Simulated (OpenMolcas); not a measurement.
**d3 ions of charge +3 down a group with 6 chloride ligands in octahedral coordination**

```
Program             : OpenMolcas
Method              : SS-CASPT2, IPEA 0.25 Eh, imaginary shift 0.1 Eh
Spin-orbit coupling : state interaction with AMFI integrals over the reference wave functions
```

The d shell is active; CASPT2 correlates the ligand valence shells and the outer metal core. Anionic complexes are neutralised by point charges behind the ligands. Distances were set from a Shannon-type radius of the metal (high-spin where two are listed) plus a fixed donor radius (Cl 1.76 Å). Ligand basis ANO-RCC-VDZP, DKH2 Hamiltonian. States (labels of O, the rotations of Oh). Energies in cm-1 above the lowest state or level, χT in cm3 K/mol; 10Dq and B are least-squares fits to the states below 45000 cm-1, weighted by degeneracy, with a free offset, and given where the rms deviation is under 5 % of |10Dq| (or 100 cm-1) and under 700 cm-1. Spin-only χT is S(S+1) / 2 for the spin of the ground state.

```json
{"Ion": "Cr3+", "Shell": "3d3", "R (Å)": "2.38", "Metal basis": "ANO-RCC-VTZP", "Outer charge (e at Å behind ligand)": "0.5 at 2.6", "Ground state": "4A2", "First state of that spin": "4T2 12630", "10Dq": "", "B (rms of fit)": "", "First gap with spin-orbit (degeneracies)": "12460 (4, 4)", "χT at 300 K": "1.832", "First state of another spin": "2E 12860", "Spin-only χT": "1.875"}
{"Ion": "Mo3+", "Shell": "4d3", "R (Å)": "2.45", "Metal basis": "ANO-RCC-VDZP", "Outer charge (e at Å behind ligand)": "0.5 at 2.6", "Ground state": "4A2", "First state of that spin": "4T2 19100", "10Dq": "18588", "B (rms of fit)": "485 (408)", "First gap with spin-orbit (degeneracies)": "10150 (4, 4)", "χT at 300 K": "1.759", "First state of another spin": "2E 10210", "Spin-only χT": "1.875"}
```

The rows also differ in their metal basis, so part of each step comes from that.

χT departs most from the spin-only value for Mo3+, by -0.116 cm3 K/mol.

Roots that are degenerate in the reference are averaged as groups; the widest CASPT2 spread within a group is 600 cm-1 (the 3-fold group of multiplicity 2 near 47600 cm-1 above the lowest state of its run, Mo3+). Shifts and gaps below about the spread of the groups concerned are not significant. Over all roots computed the reference weight is 0.65 to 0.66 in Cr3+, 0.66 in Mo3+; a low but even weight reflects the number of correlated electrons. Ligand-to-metal charge-transfer states are missing. With no ligand orbital active B as a rule stays too high, so bands that hang on it stand too high and its fall with covalency is understated. With one d shell and no ligand orbital active, 10Dq can be off by a tenth or more. These CASPT2 states fit no ligand-field parameters well, so their order and spin gaps are uncertain (holds for Cr3+). The least metal-like active orbital is 78 % on the metal (Löwdin) and no ligand orbital is active, so the numbers are rough (holds for Mo3+). No measured value stands beside these numbers; the geometry is a model, was not optimised and need not be the one that this ion takes.
